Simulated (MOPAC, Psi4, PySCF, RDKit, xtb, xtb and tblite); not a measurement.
Two geometries of H7BO2Si2, SMILES [SiH2]([SiH3])B(O)O, relaxed at GFN2-xTB with one dihedral held; other torsions can differ between them too.

Structure A

```
12

O      2.1324     0.3389     0.9063
B      1.5543     0.0536    -0.3084
O      0.2130    -0.0996    -0.3073
Si     2.4791    -0.7304    -1.8610
Si     2.5198    -3.0432    -1.6934
H      2.8593     0.9537     0.9440
H     -0.2276     0.0909     0.5250
H      3.8793    -0.2640    -1.9970
H      1.8922    -0.3670    -3.1620
H      1.1814    -3.6424    -1.7267
H      3.2801    -3.6944    -2.7643
H      3.1279    -3.5097    -0.4402
```

Structure B

```
12

O     -1.7668     0.5902     0.9695
B     -1.6655    -0.0432    -0.2345
O     -1.2535    -1.3290    -0.2014
Si    -2.0727     0.7189    -2.0074
Si    -3.6287    -0.4463    -3.2629
H     -2.0642     1.4976     0.9730
H     -1.0604    -1.6731     0.6739
H     -2.5427     2.1212    -1.8694
H     -0.8567     0.8924    -2.8240
H     -3.2166    -1.8200    -3.5645
H     -3.9118     0.1842    -4.5550
H     -4.9300    -0.5619    -2.5900
```

Task: Which is lower in energy at the level Psi4 with DF-MP2 (frozen core)/cc-pVTZ // GFN2-xTB, and by how much?

Result: B is lower, by 5.64 kcal/mol (dihedral H6–O1–B2–Si4: 60° in A, 0° in B).

E(B) − E(A) in kcal/mol at the other levels, on the same two geometries: GFN2-xTB (xtb and tblite) -4.86; PBE0/def2-TZVP // GFN2-xTB (Psi4) -5.64; PBE0-D3(BJ)/def2-TZVP // GFN2-xTB (Psi4) -5.59; PBE/def2-TZVP // GFN2-xTB (Psi4) -5.41; PBE-D3(BJ)/def2-TZVP // GFN2-xTB (Psi4) -5.36; M06-2X/def2-TZVP // GFN2-xTB (Psi4) -5.54; HF/cc-pVTZ // GFN2-xTB (Psi4) -5.92; UFF // GFN2-xTB (RDKit) 5.60; PM6, restricted, heats of formation // GFN2-xTB (MOPAC) -3.55; AM1, restricted, heats of formation // GFN2-xTB (MOPAC) -5.27; GFN1-xTB // GFN2-xTB (xtb) -3.49; restricted B3LYP/6-31G*, spherical d, density fitting // GFN2-xTB (PySCF) -5.91; restricted M06-2X/6-31G*, spherical d, density fitting // GFN2-xTB (PySCF) -5.98; restricted Hartree-Fock/3-21G // GFN2-xTB (PySCF) -6.21; restricted B3LYP/LANL2DZ, with its core potentials past Ne // GFN2-xTB (PySCF) -5.74.
